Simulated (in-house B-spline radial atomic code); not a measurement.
Values are calculated unless marked as measured or tabulated.
## Ghost states of the separable form: Zn

Zn, [Ar] 3d10 4s2, non-relativistic PBE, spherical and spin-unpolarised, from a B-spline radial code for spherical atoms (atomic units; all potentials screened as in the neutral atom).

Troullier-Martins channels: 4s (ε = -0.2141, r_c = 2.428 bohr), 3d (ε = -0.3883, r_c = 1.998 bohr). In the Kleinman-Bylander form one channel serves as the local potential, and each other channel l becomes |δV u><u δV|/<u|δV|u>, with δV = V_l − V_local and u the pseudo-orbital. Its strength is E_KB = <u|δV²|u>/<u|δV|u>. By the analysis of Gonze, Stumpf and Scheffler a spurious state lies below the reference level ε if E_KB > 0 and ε is above the second level of the local potential alone, or if E_KB < 0 and ε is above its first. The table's levels are those of angular momentum l in a sphere of 9 bohr, whose wall can lift a shallow ε a little above its free-atom value.

| local | channel | <u δV u> | <u δV² u> | ε | first local level | second local level |
| --- | --- | --- | --- | --- | --- | --- |
| s | d | -6.6006 | 68.515 | -0.3883 | 0.1123 | 0.3508 |
| d | s | 0.23756 | 2.6519 | -0.2138 | -9.1639 | -0.7598 |

(1) Apply the rule to each row.

Diagonalising the separable Hamiltonian gives:

| local | channel | three lowest levels | all-electron, two lowest valence levels |
| --- | --- | --- | --- |
| s | d | -0.3883, 0.1202, 0.3823 | -0.3883, 0.1191 |
| d | s | -2.8744, -0.2138, 0.0801 | -0.2138, 0.0800 |

(2) Which choices of local channel are safe?

Results:

(1) Local s, channel d: E_KB = -10.4, so ε = -0.3883 is set against 0.1123: no ghost. Local d, channel s: E_KB = +11.2, so ε = -0.2138 is set against -0.7598: a ghost.

(2) Free of ghosts: s. With d local the s channel has a ghost 2.66 hartree below ε, since the local potential binds more than one state below ε, and a repulsive term of rank one raises each level at most to the next, so it clears only one of them. Among the safe choices the second level, which tests transfer, is off by at most 1.1 millihartree (s local).
